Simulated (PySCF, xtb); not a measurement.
C₄H₃N₂, SMILES [c]1cnccn1, multiplicity 2.

Harmonic wavenumbers (cm⁻¹) from GFN2-xTB (xtb) at its own minimum, in rising order: 239, 365, 573, 642, 689, 767, 872, 892, 923, 1075, 1102, 1144, 1199, 1233, 1331, 1410, 1458, 1601, 3059, 3069, 3091.

Problem. What does PBE-D3(BJ)/def2-SVP (PySCF) give at its own minimum? (An estimate is asked for; the answer gives what the named calculation found.)

Solution. 326, 414, 552, 685, 725, 803, 912, 918, 945, 1038, 1064, 1148, 1244, 1286, 1349, 1442, 1489, 1643, 3090, 3111, 3118. Paired by order, the mean absolute difference is 36 cm⁻¹ and the zero-point energies are 38.2 and 39.0 kcal/mol.
